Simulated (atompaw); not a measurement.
**u(r) = r·R(r): atom against pseudo-atom (Mg)**

Columns: radius, all-electron u(r) and pseudo u(r) of the 2s shell (level -79.01 eV) of magnesium in the configuration [He] 2s2 2p6 3s2 3p0; LDA (PW92), non-relativistic, PAW (atompaw) scheme, atompaw 4.2.0.5.

```json
{"r (bohr)": "0.062", "all-electron": "0.5573", "pseudo": "-0.2113"}
{"r (bohr)": "0.123", "all-electron": "0.3733", "pseudo": "-0.4118"}
{"r (bohr)": "0.185", "all-electron": "-0.0311", "pseudo": "-0.6013"}
{"r (bohr)": "0.246", "all-electron": "-0.4310", "pseudo": "-0.7674"}
{"r (bohr)": "0.308", "all-electron": "-0.7606", "pseudo": "-0.9105"}
{"r (bohr)": "0.369", "all-electron": "-0.9916", "pseudo": "-1.0225"}
{"r (bohr)": "0.431", "all-electron": "-1.1386", "pseudo": "-1.1047"}
{"r (bohr)": "0.492", "all-electron": "-1.2122", "pseudo": "-1.1544"}
{"r (bohr)": "0.554", "all-electron": "-1.2320", "pseudo": "-1.1741"}
{"r (bohr)": "0.615", "all-electron": "-1.2122", "pseudo": "-1.1660"}
{"r (bohr)": "0.677", "all-electron": "-1.1648", "pseudo": "-1.1335"}
{"r (bohr)": "0.738", "all-electron": "-1.1007", "pseudo": "-1.0825"}
{"r (bohr)": "0.800", "all-electron": "-1.0253", "pseudo": "-1.0165"}
{"r (bohr)": "0.862", "all-electron": "-0.9448", "pseudo": "-0.9415"}
{"r (bohr)": "0.923", "all-electron": "-0.8646", "pseudo": "-0.8637"}
{"r (bohr)": "0.985", "all-electron": "-0.7845", "pseudo": "-0.7843"}
{"r (bohr)": "1.046", "all-electron": "-0.7089", "pseudo": "-0.7089"}
{"r (bohr)": "1.108", "all-electron": "-0.6364", "pseudo": "-0.6364"}
{"r (bohr)": "1.169", "all-electron": "-0.5700", "pseudo": "-0.5700"}
{"r (bohr)": "1.231", "all-electron": "-0.5078", "pseudo": "-0.5078"}
{"r (bohr)": "1.292", "all-electron": "-0.4519", "pseudo": "-0.4519"}
{"r (bohr)": "1.354", "all-electron": "-0.4003", "pseudo": "-0.4003"}
{"r (bohr)": "1.415", "all-electron": "-0.3545", "pseudo": "-0.3545"}
{"r (bohr)": "1.477", "all-electron": "-0.3128", "pseudo": "-0.3128"}
{"r (bohr)": "1.538", "all-electron": "-0.2760", "pseudo": "-0.2760"}
{"r (bohr)": "1.600", "all-electron": "-0.2427", "pseudo": "-0.2427"}
```

**Question.** How many radial nodes do the two functions have?

**Answer.** The all-electron 2s function has n − l − 1 = 1; the pseudo-wave has 0, since the states of the same l below it are removed with the core.

**Question.** At about which radius was the pseudo-wave matched?

**Answer.** 1.10 bohr. The columns agree to 0.0005 from 0.98 bohr on; several derivatives are matched, so the curves merge somewhat inside the radius.

**Question.** Where does each function peak?

**Answer.** Outermost all-electron maximum near 0.55 bohr, pseudo maximum near 0.55 bohr (to the table’s step).

**Question.** Is the pseudo-wave norm-conserving?

**Answer.** No, it belongs to a PAW set: the norm inside the radius is not constrained, and the difference is carried by the augmentation charge.
